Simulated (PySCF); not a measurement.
Compound: C6H12Si.
Bonds: C1–C2 (double), C2–Si3, Si3–C4, C4–C5, C5–C6, C6–C7, Si3–C7. Hydrogens: H8, H9 on C1; H10 on C2; H11 on Si3; H12, H13 on C4; H14, H15 on C5; H16, H17 on C6; H18, H19 on C7.

Probes without a nucleus sit at each ring's centroid and 1 Å off its mean plane on both sides; NICS is minus the shielding there, NICSzz its component along the normal. Level: GIAO KT2/pcSseg-1 (PySCF, non-relativistic, gas phase) on the PBE0-D3(BJ)/def2-SVP geometry, one conformer.

Ring bond lengths (Å): Si3–C4 1.904, C4–C5 1.537, C5–C6 1.532, C6–C7 1.536, C7–Si3 1.903.

Q: Give the NICS values of each ring in ppm.

A: 
```tsv
ring	type	NICS(0)	NICS(1), two faces	NICS(1)zz, two faces	rms pucker (Å)	centre to ring atoms, mean (Å)
Si3–C4–C5–C6–C7	5-membered ring with Si; formal bonds all single	-4.6	-4.1 / -3.6	-4.1 / -3.4	0.19	1.40
```

Q: What can be read from them?

A: 
- Si3–C4–C5–C6–C7: mean NICS(1)zz -3.7 ppm, shielded. Si3, C4, C5, C6, C7 have four or more neighbours, so the value isn't read as a sign of a π ring current.

Q: How do the values depend on the level or the medium?

A: 
```
                            level  NICS(0), Si3–C4–C5–C6–C7  mean NICS(1)zz, Si3–C4–C5–C6–C7
                KT2/pcSseg-1, gas                      -4.6                             -3.7
               PBE0/pcSseg-1, gas                      -4.7                             -3.2
PBE0/pcSseg-1, IEF-PCM chloroform                      -4.7                             -3.2
```

The geometry is the same throughout; the continuum's cavity takes Bondi-type radii × 1.2.
